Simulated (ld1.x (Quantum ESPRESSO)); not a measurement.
# What the settings do to the TM semilocal potential of manganese (Mn)

Base potential:

- Element: Mn (Z = 25)
- Generator: ld1.x (Quantum ESPRESSO) 7.5
- Type: norm-conserving Troullier–Martins (semilocal form)
- Functional: PBE
- Relativity: scalar-relativistic
- Frozen core: [Ne]
- Valence charge: 15
- Reference configuration: 3s2 3p6 3d5 4s1 4p1
- Partial waves: 3s (bound): rc 0.95 bohr; 3p (bound): rc 1.25 bohr; 3d (bound): rc 1.65 bohr
- Local potential: the d channel
- Core correction: none

Occupied shells without a wave of their own: 4p, 4s. They enter only through the test configuration that unscreens the potential.

All-electron outer shells of the reference configuration (PBE, scalar-relativistic, ld1.x):

| shell | level (eV) | outermost node (bohr) | outermost maximum (bohr) |
| --- | --- | --- | --- |
| 2s | -745.50 | 0.08 | 0.23 |
| 2p | -631.74 | – | 0.19 |
| 3s | -87.51 | 0.34 | 0.74 |
| 3p | -56.22 | 0.31 | 0.75 |
| 3d | -8.33 | – | 0.76 |
| 4s | -6.09 | 1.05 | 2.47 |
| 4p | -2.12 | 1.16 | 3.30 |

Cutoffs, loose and tight: the cutoffs (Ry, on a coarse ladder) from which the occupation-weighted sum of valence levels, in a spherical-Bessel basis at the reference potential, stays within 10 and 1 mRy of its value at 400 Ry. They do not see the model core or the augmentation charge, which bear on the density cutoff. Test errors are all-electron minus pseudo excitation energies from the reference, over the configurations 3s2 3p6 3d5 4s2 4p0; 3s2 3p6 3d5 4s1 4p0; 3s2 3p6 3d5 4s0 4p0; 3s2 3p6 3d4 4s0 4p0; 3s2 3p6 3d4 4s2 4p0; 3s2 3p6 3d3 4s0 4p0; 3s1 3p6 3d5 4s2 4p0. A dash means not determined; rows that change the core or the reference have their own tests.

In the semilocal form every listed channel keeps its own potential, so the choice of the local channel does not act on these tests. It acts once the file is put into the separable form.

A semilocal file is local in each channel, so a ghost entry of none says nothing of the separable form that plane-wave codes build from it.

```csv
change,outcome,"cutoff, loose","cutoff, tight",bound ghosts,largest test error (meV)
base,generated,160 Ry,260 Ry,none,-358
wave 3p (bound): rc 1.25 bohr becomes 3p (bound): rc 1.58 bohr,generated,160 Ry,260 Ry,none,-250
"core [Ne] 3s2, valence charge 13; reference 3p6 3d5 4s2 4p0; waves now 4s (bound): rc 2.40 bohr; 3p (bound): rc 1.15 bohr; 3d (bound): rc 2.05 bohr",generated,70 Ry,120 Ry,none,+550
local potential the p channel,generated,160 Ry,260 Ry,none,-358
functional LDA (PZ),generated,160 Ry,260 Ry,none,-362
reference 3s2 3p6 3d5 4s1 4p0,generated,160 Ry,260 Ry,none,-260
```

Problem. What comes out with this change to the base: wave 3s (bound): rc 0.95 bohr becomes 3s (bound): rc 0.82 bohr?

Solution. outcome: generated; cutoff, loose: 180 Ry; cutoff, tight: over 300 Ry; bound ghosts: none; largest test error (meV): -233.

Problem. What comes out with this change to the base: all radii scaled by about 0.86 (s 0.82, p 1.08, d 1.42 bohr)?

Solution. outcome: generated; cutoff, loose: 180 Ry; cutoff, tight: over 300 Ry; bound ghosts: none; largest test error (meV): -204.

Problem. What comes out with this change to the base: wave 3d (bound): rc 1.65 bohr becomes 3d (bound): rc 1.12 bohr?

Solution. outcome: generated; cutoff, loose: 160 Ry; cutoff, tight: 260 Ry; bound ghosts: none; largest test error (meV): -440.
